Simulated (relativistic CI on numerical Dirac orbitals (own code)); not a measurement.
**Line list: Electric-dipole lines, La⁴⁹⁺**

Computed by Dirac-Coulomb-Breit CI, orbitals from a KLI potential per configuration, QED by a radiative potential, unscaled Slater integrals (own radial code, finite nucleus).

CI space (outside the closed core 1s2): 2s²2p⁴, 2s2p⁵, 2p⁶, 2p⁵3s, 2p⁵3p, 2p⁵3d, 2s²2p³3s, 2s²2p³3p, 2s²2p³3d, 2s2p⁴3s, 2s2p⁴3p, 2s2p⁴3d, 2s²2p³4s, 2s²2p³4p, 2s²2p³4d, 2s²2p³4f. Levels of other configurations are missing.

```csv
λ vac (nm),Lower,Upper,A (s⁻¹),log gf,S velocity/length
0.21568,2s²2p⁴ ³P2 [1],2s²2p³3d ³D°1 [64],4.88e+14,0.01,0.97
0.21574,2s²2p⁴ ¹D2 [4],2s²2p³3d ¹F°3 [135],5.94e+14,0.46,0.99
0.21612,2s²2p⁴ ³P2 [1],2s2p⁴3p ⁵P°2 [58],3.17e+14,0.05,0.98
0.21615,2s²2p⁴ ³P2 [1],2s²2p³3d ³F°3 [57],4.32e+14,0.33,0.99
0.21646,2s2p⁵ ³P°2 [5],2s2p⁴3d ³D3 [171],4.06e+14,0.30,0.99
0.21649,2s2p⁵ ³P°2 [5],2s2p⁴3d ³P2 [170],5.58e+14,0.29,0.98
0.21662,2s2p⁵ ¹P°1 [6],2s2p⁴3d ³D2 [184],4.98e+14,0.24,0.99
0.23048,2s²2p⁴ ³P1 [3],2s²2p³3d ³P°2 [77],3.71e+14,0.17,0.99
0.23108,2s²2p⁴ ¹D2 [4],2s²2p³3d ³F°3 [78],4.55e+14,0.41,1.00
0.23126,2s²2p⁴ ³P0 [7],2s²2p³3d ³D°1 [142],9.45e+14,0.36,0.99
0.23132,2s2p⁵ ³P°2 [5],2s2p⁴3d ³D3 [115],4.35e+14,0.39,0.99
0.23168,2s²2p⁴ ³P2 [1],2s²2p³3d ³D°3 [25],7.45e+14,0.62,0.99
0.23182,2s²2p⁴ ¹D2 [4],2s²2p³3d ¹D°2 [75],5.96e+14,0.38,0.98
0.23184,2s²2p⁴ ³P1 [3],2s²2p³3d ³D°2 [72],4.97e+14,0.30,0.99
0.23185,2s2p⁵ ³P°1 [9],2s2p⁴3d ³D2 [192],7.76e+14,0.50,0.99
0.23194,2s²2p⁴ ¹D2 [4],2s²2p³3d ¹F°3 [74],4.44e+14,0.40,0.99
0.23224,2s²2p⁴ ³P2 [1],2s²2p³3d ³D°2 [24],3.39e+14,0.14,0.98
0.23293,2s2p⁵ ¹P°1 [6],2s2p⁴3d ¹D2 [121],7.66e+14,0.49,0.99
0.23373,2s2p⁵ ³P°2 [5],2s2p⁴3d ³D2 [106],3.84e+14,0.20,0.98
0.23395,2s2p⁵ ³P°2 [5],2s2p⁴3d ³D3 [105],3.60e+14,0.32,0.99
```

Terms are leading LS components. Brackets give the number of a level in order of energy, since labels repeat. The list gives strong lines, with weight on those to low levels, among the lowest 200 of 342 levels, so that lines to higher ones, which can be the strongest, are missing. Levels whose partners in the same complex of configurations lie outside the list can be far off, and so can their lines. Rates are taken at the computed energies, electric ones in the length gauge. A velocity-to-length ratio far from 1 marks an uncertain rate.

At this charge energies of transitions that change n are usually good to better than 1 %, and those within a shell (Δn = 0) to a few per cent.

LS names give the leading component of a level, which can be under half, so a name can repeat, a term be missing and a line seem to break the LS rules.
